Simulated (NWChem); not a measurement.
Molecule: AlO, doublet; SMILES [O]=[Al]

All runs: NWChem. Spin-unrestricted. No stability test was run on the SCF state. Each level has its own optimisation; frequencies are unscaled.

For level PBE0/def2-SVP:

- highest harmonic frequency (cm⁻¹): 965
- dipole (D): 3.73

What are these values for level UHF/STO-3G?

highest harmonic frequency (cm⁻¹): 1024
dipole (D): 2.06
